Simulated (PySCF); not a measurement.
CH3Se, SMILES C[Se] (connectivity only; charge and spin as stated), charge -1, multiplicity 1.

Coordinates come from a PBE0-D3(BJ)/def2-TZVPD optimisation. The spin state was assumed, not searched. The isomer is the one that the SMILES or the coordinates give; other isomers of the formula were not compared.

The numbers are results of B3LYP/def2-TZVPD in PySCF, not measurements.

Symmetry labels are those of the subgroup Cs that the program uses (full group C3v).

Computed valence orbital energies around the gap with their symmetry:
```csv
orbital,symmetry,energy (eV)
HOMO−7,A',-49.80
HOMO−6,A',-14.41
HOMO−5,A',-10.29
HOMO−4,A",-6.23
HOMO−3,A',-6.23
HOMO−2,A',-3.18
HOMO−1,A',0.30
HOMO,A",0.30
LUMO,A',3.68
LUMO+1,A',4.24
LUMO+2,A",4.29
LUMO+3,A',4.29
```
